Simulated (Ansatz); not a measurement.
Program: Ansatz. Geometries: PBE0-D4/def2-TZVP. ΔE: electronic, gas phase. CBS: MP2 limit from def2 TZ/QZ plus the TZ coupled-cluster correction, frozen cores. This one scheme is used for every species. DFT in def2-TZVPP. B3LYP here is the variant with VWN-RPA as its local correlation; programs differ in this. Elements past krypton have def2 core potentials. For Sn outer-core shells are correlated without core-valence functions, which leaves a few kJ/mol of doubt a bond. Each species was taken in one conformer, which may not be the lowest.

`[NH2][SnH]([OH])[Cl]` + `F[SiH3]` → `[OH][SnH]([Cl])[SiH2]F` + NH₃  (formal exchange of groups at the Sn–N bond)

| level | ΔE (kJ/mol) |
| --- | --- |
| B3LYP-D4 | -17.1 |
| r2SCAN | -15.5 |
| HF/CBS(def2) | 2.7 |
| CCSD/CBS(def2) | -9.0 |

(1) What does CCSD(T)/CBS give? (Best estimate.)

Largest T1 diagnostic among the species: 0.013.

Results:

(1) Ansatz gave: -9.1 kJ/mol. The listed levels differ from it by -8.0, -6.4, 11.8, 0.1 kJ/mol.

In def2-TZVPP, CCSD(T) changes the Hartree–Fock value by −7.3 kJ/mol (the triples alone add −0.1 kJ/mol) and MP2 by −4.5 kJ/mol. The D4 term adds −3.1 kJ/mol with B3LYP and −2.0 kJ/mol with PBE0; it sums over pairs of atoms, weighted by their polarisabilities, and B3LYP, whose exchange is more repulsive, gets the larger term.
